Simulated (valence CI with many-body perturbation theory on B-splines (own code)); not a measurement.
# Sensitivity of CI+MBPT for W⁶⁰⁺

Calculated by relativistic CI+MBPT: four valence electrons over a frozen Dirac-Fock core [Ne], radial functions for each j: 6 s, 6 p, 5 d, 3 f, 1 g, with the one-electron correlation potential Σ1, the two-electron term Σ2, the three-electron term Σ3, Breit, model QED; selected CI, second order for the rest, scaled by the run's own slope (own B-spline code, finite nucleus).

No measured spectrum was set against this ion. As an estimate, large intervals hold to a few tenths of a per cent, small ones and those within an open d or f shell to about a per cent.

The reference run has the lowest level (3s^2 3p1/2^2) J=0 and an ionisation energy of 6586.64 eV. Its largest variational space holds 10000 state functions.

Levels are named by their leading jj configuration (3d3/2^4 stands for four electrons in 3d with j = 3/2), which in mixed levels can hold well under half, so a name can repeat and another be missing.

```csv
Level,Reference (cm⁻¹),Shift (cm⁻¹)
(3s^2 3p1/2 3p3/2) J=1,2805170,+40
(3s^2 3p1/2 3p3/2) J=2,2880530,+38
(3s 3p1/2^2 3p3/2) J=2,4165600,-21
(3s 3p1/2^2 3p3/2) J=1,4388860,-265
(3s^2 3p1/2 3d3/2) J=2,4581440,-1573
(3s^2 3p1/2 3d3/2) J=1,4934960,-1323
(3s^2 3p1/2 3d5/2) J=2,5393800,-1470
(3s^2 3p1/2 3d5/2) J=3,5403080,-1483
(3s^2 3p3/2^2) J=2,5742700,+75
(3s^2 3p3/2^2) J=0,5907620,+70
(3s 3p1/2^2 3d3/2) J=1,5975630,-1632
(3s 3p1/2^2 3d3/2) J=2,6035230,-1626
```

The ionisation energy moves by +0.033 eV.

**Question.** Which of these changes was made?
A. box radius (bohr) 1.3818 → 3.73
B. highest l in the core sums 6 → 3
C. selection threshold (hartree) 2e-08 → 1e-05

**Answer.** B. highest l in the core sums 6 → 3.
